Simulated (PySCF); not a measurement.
## Peak assignment

Numbering as in the mapped SMILES `[SiH3:1][O:2][Si@@H:3]1[CH2:4][SiH2:5][SiH2:6][CH2:7][O:8]1` (H(Xn): hydrogen on atom n). Ha(C4), Ha(Si5), Ha(Si6), Ha(C7) are cis to O2 on the ring; Hb(C4), Hb(Si5), Hb(Si6), Hb(C7) are trans to O2 on the ring.

- coordinates at the GFN2-xTB level
- shielding tensors at PBE0/pcSseg-1 (GIAO)
- program: PySCF
- one computed conformer, no solvent, no relativistic terms, fast rotation and ring inversion assumed for equivalent nuclei

Scale: 13C (σref 186.93), 1H (σref 31.72) against TMS (reference shieldings calculated alike).

(1) Assign these signals to the numbered atoms. 13C{1H} NMR (computed): δ 53.9, -7.7.

(2) Assign these signals to the numbered atoms. 1H NMR (400 MHz, computed): δ 5.30 (s, 3H), 4.71 (m, 1H), 4.57 (m, 1H), 4.48 (m, 1H), 4.48 (m, 1H), 4.39 (m, 1H), 4.07 (m, 1H), 3.63 (m, 1H), 0.09 (m, 1H), -0.30 (m, 1H).

Results:

(1) 
| δ (ppm) | atoms | environment | reason |
| --- | --- | --- | --- |
| 53.9 | C7 | sp3 CH2 bonded to O and Si | deshielded by the electronegative neighbour |
| -7.7 | C4 | sp3 CH2 bonded to 2 Si | an electropositive neighbour leaves it electron-rich and shielded |

(2) 
```tsv
δ (ppm)	atoms	environment	reason
5.30	H(Si1)	hydrogen on a silicon bonded to O	–
4.71	H(Si3)	hydrogen on a silicon bonded to C, 2 O, in a 6-membered ring	–
4.57	Hb(C7)	hydrogen on an sp3 CH2 bonded to O and Si	its carbon carries O, hence the downfield position
4.48	Ha(Si5)	hydrogen on a silicon bonded to C, Si, in a 6-membered ring	–
4.48	Ha(C7)	hydrogen on an sp3 CH2 bonded to O and Si	its carbon carries O, an electronegative neighbour
4.39	Hb(Si5)	hydrogen on a silicon bonded to C, Si, in a 6-membered ring	–
4.07	Hb(Si6)	hydrogen on a silicon bonded to C, Si, in a 6-membered ring	–
3.63	Ha(Si6)	hydrogen on a silicon bonded to C, Si, in a 6-membered ring	–
0.09	Ha(C4)	hydrogen on an sp3 CH2 bonded to 2 Si	an electropositive neighbour shields it, as in TMS itself
-0.30	Hb(C4)	hydrogen on an sp3 CH2 bonded to 2 Si	–
```

Hb(C7) and Ha(Si5); Ha(Si5) and Ha(C7); Ha(C7) and Hb(Si5) lie closer than the usual error of such a calculation, so a measured spectrum could show them in the other order.

Shifts are as computed. Against solution values, carbons near 30 ppm lie about +3 ppm off and those near 130 ppm about +5 ppm. Of 1211 compounds with measured shifts, 218 miss one by over three times the rms of a fit or turn the order of signals round; such compounds aren't used in these exercises. No couplings were computed; multiplicities are counted from neighbouring protons, with m where these are inequivalent, close in shift, in a saturated or five-membered ring or joined by F or P, and br s for small geminal =CH2 splittings.
